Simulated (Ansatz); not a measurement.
```yaml
crystal:
  periodic: [false, false, false]
  atoms:
    - {symbol: C, position_ang: [-7.451412, -0.198242, -0.142976]}
    - {symbol: N, position_ang: [-6.345423, -0.568632, 0.071710]}
    - {symbol: C, position_ang: [-5.005994, -0.973527, 0.314847]}
    - {symbol: C, position_ang: [-3.983899, 0.106165, -0.065924]}
    - {symbol: C, position_ang: [-2.543582, -0.336064, 0.200526]}
    - {symbol: C, position_ang: [-1.504410, 0.724511, -0.173329]}
    - {symbol: C, position_ang: [-0.059242, 0.295863, 0.094492]}
    - {symbol: C, position_ang: [0.972640, 1.361693, -0.290443]}
    - {symbol: C, position_ang: [2.428433, 0.997479, 0.030351]}
    - {symbol: C, position_ang: [2.976888, -0.199438, -0.757014]}
    - {symbol: C, position_ang: [4.475459, -0.465195, -0.551503]}
    - {symbol: C, position_ang: [4.862401, -0.861127, 0.875812]}
    - {symbol: H, position_ang: [-4.811433, -1.907323, -0.256818]}
    - {symbol: H, position_ang: [-4.907440, -1.235292, 1.391141]}
    - {symbol: H, position_ang: [-4.115822, 0.360802, -1.139304]}
    - {symbol: H, position_ang: [-4.213340, 1.032128, 0.503537]}
    - {symbol: H, position_ang: [-2.331783, -1.273259, -0.362739]}
    - {symbol: H, position_ang: [-2.428690, -0.600519, 1.276292]}
    - {symbol: H, position_ang: [-1.617762, 0.985733, -1.249801]}
    - {symbol: H, position_ang: [-1.720781, 1.663574, 0.384643]}
    - {symbol: H, position_ang: [0.145752, -0.648927, -0.456032]}
    - {symbol: H, position_ang: [0.057636, 0.044871, 1.173757]}
    - {symbol: H, position_ang: [0.714857, 2.310724, 0.229818]}
    - {symbol: H, position_ang: [0.879909, 1.582533, -1.378510]}
    - {symbol: H, position_ang: [2.519538, 0.806006, 1.122773]}
    - {symbol: H, position_ang: [3.072504, 1.881743, -0.174049]}
    - {symbol: H, position_ang: [2.785767, -0.029619, -1.840401]}
    - {symbol: H, position_ang: [2.409102, -1.119601, -0.491985]}
    - {symbol: H, position_ang: [5.049296, 0.439760, -0.854098]}
    - {symbol: H, position_ang: [4.793522, -1.268528, -1.250940]}
    - {symbol: H, position_ang: [4.302654, -1.760756, 1.209324]}
    - {symbol: H, position_ang: [4.651079, -0.052277, 1.604983]}
    - {symbol: H, position_ang: [5.943546, -1.095287, 0.951869]}
basis:
  gaussian: {orbitals: def2-TZVP}
magnetization: {spin_polarized: true, initial_magnetization: 2}
hamiltonian: {xc: pbe0, dispersion: d4}
scf: {omitted_lower_state_checks: [starts]}
output: {orbitals: {seedname: orbitals}}
```

```sh
$ ansatz run in.yaml --threads 4 --pin off --events-out ev --progress --plain --max-ram 6963MiB
```

Problem. Does this run fit into the memory that it is given?

Solution. No. It has 498 basis functions, and Ansatz plans for 7.00 GiB where 6.79 GiB are given.
